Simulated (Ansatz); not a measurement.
The cluster Sn2Pt: single points at one geometry.

```yaml
crystal:
  periodic: [false, false, false]
  atoms:
    - {symbol: Pt, position_ang: [1.046320, -0.783710, 0.431350]}
    - {symbol: Sn, position_ang: [-0.810971, -0.577132, -1.278049]}
    - {symbol: Sn, position_ang: [-0.235349, 1.360832, 0.846699]}
basis:
  gaussian: {orbitals: def2-TZVPD, initial_orbitals: start.molden}
hamiltonian: {xc: pbe0, dispersion: d4}
scf: {omitted_lower_state_checks: [starts]}
output: {orbitals: {seedname: orbitals}}
```

The file start.molden holds the orbitals of an earlier run on this structure, at another level or in another basis.

```sh
$ ansatz run in.yaml --threads 4 --pin off --events-out ev --progress --plain --max-ram 3916MiB
```

Shortened log:

```
Functional definition: PBE0
1388 factors; their error is unknown
mean field evaluation 1: about -14912.1822 eV, gradient 1.3e0 eV
mean field evaluation 2: about -14912.1909 eV, gradient 1.3e-2 eV
mean field evaluation 4: about -14912.3851 eV, gradient 1.1e-4 eV
mean field evaluation 8: about -14912.3851 eV, gradient 1.7e-5 eV
mean field -14912.38509092 eV, -548.0200441138 hartree, gradient 1.7e-5 eV, S^2 0.000000; 0 other end points of the search recorded, 0 dependent functions left out
reference -14912.38512116 eV, -548.0200452251 hartree; 31, 31 occupied and 124, 124 virtual orbitals, 1388 factors
Total energy: -14912.52188568 eV, -548.0250712284 hartree
Checks for a lower state left out: starts
```

Hardware: 4 threads of Arm Neoverse V1 on a shared host. Wall time 2.5 s.

The first input with `gaussian: {orbitals: def2-SVP, initial_orbitals: start.molden}` (abridged; 1.2 s):

```
Functional definition: PBE0
mean field -14911.76523166 eV, -547.9972647061 hartree, gradient 1.4e-5 eV, S^2 0.000000
Total energy: -14911.90201907 eV, -548.0022915508 hartree
Checks for a lower state left out: starts
```

The first input with `gaussian: {orbitals: def2-TZVP, initial_orbitals: start.molden}`, `hamiltonian: {xc: {name: BLYP}, dispersion: d4}` (abridged; 1.4 s):

```
Functional definition: BLYP
mean field -14909.80084938 eV, -547.9250749886 hartree, gradient 2.5e-5 eV, S^2 0.000000
Total energy: -14910.11651926 eV, -547.9366756428 hartree
Checks for a lower state left out: starts
```

As the first input, with `gaussian: {orbitals: def2-TZVP, initial_orbitals: start.molden}`, `hamiltonian: {xc: {name: BHLYP}, dispersion: d4}` (abridged; 3.4 s):

```
Functional definition: BHLYP
mean field evaluation 16: about -14904.0234 eV, gradient 1.1e-5 eV
mean field -14904.02342329 eV, -547.7127584961 hartree, gradient 1.1e-5 eV, S^2 0.000000
Total energy: -14904.38711101 eV, -547.7261237732 hartree
Checks for a lower state left out: starts
```

As the first input, with `gaussian: {orbitals: def2-TZVP, initial_orbitals: start.molden}`, `hamiltonian: {xc: r2scan, dispersion: d4}` (abridged; 3 s):

```
Functional definition: r2SCAN
mean field -14918.19139503 eV, -548.2334218540 hartree, gradient 2.4e-5 eV, S^2 0.000000
Total energy: -14918.21722689 eV, -548.2343711574 hartree
Checks for a lower state left out: starts
```

As the first input, with `hamiltonian: {xc: r2scan, dispersion: d4}` (abridged; 3.6 s):

```
Functional definition: r2SCAN
mean field -14918.20176203 eV, -548.2338028342 hartree, gradient 6.3e-6 eV, S^2 0.000000
Total energy: -14918.22759614 eV, -548.2347522204 hartree
Checks for a lower state left out: starts
```

As the first input, with `gaussian: {orbitals: def2-TZVP, initial_orbitals: start.molden}`, `hamiltonian: {xc: pbe, dispersion: d4}`, `output: {forces: true, orbitals: {seedname: orbitals}}` (abridged; 1.7 s):

```
Functional definition: PBE
mean field -14913.95352293 eV, -548.0776829270 hartree, gradient 2.1e-5 eV, S^2 0.000000
Total energy: -14914.11452976 eV, -548.0835998186 hartree
Atom 0 force     0.331833    -0.248547     0.136799 eV/Å
Atom 1 force    -0.231191    -0.095488    -0.309342 eV/Å
Atom 2 force    -0.100642     0.344035     0.172542 eV/Å
Dipole moment:    -0.144729     0.108404    -0.059665 e Å
Checks for a lower state left out: starts
```

Geometry: r2SCAN-D4/def2-TZVP.

In the def2 sets Pt, Sn take a core potential; there is no spin–orbit coupling. The restricted singlet is unstable towards broken spin symmetry at other levels; at PBE0-D4/def2-TZVPD, PBE0-D4/def2-SVP, BLYP-D4/def2-TZVP, BHLYP-D4/def2-TZVP and others this wasn't settled. At BLYP-D4/def2-TZVP, PBE-D4/def2-TZVP an occupied level lies above an empty one. At r2SCAN-D4/def2-TZVP, PBE-D4/def2-TZVP the restricted singlet is unstable: a solution with broken spin symmetry lies lower. At PBE0-D4/def2-TZVP a triplet of charge 0 lies 0.28 eV below the restricted singlet, each at its own geometry. The structure comes from a short search, and lower isomers may exist.
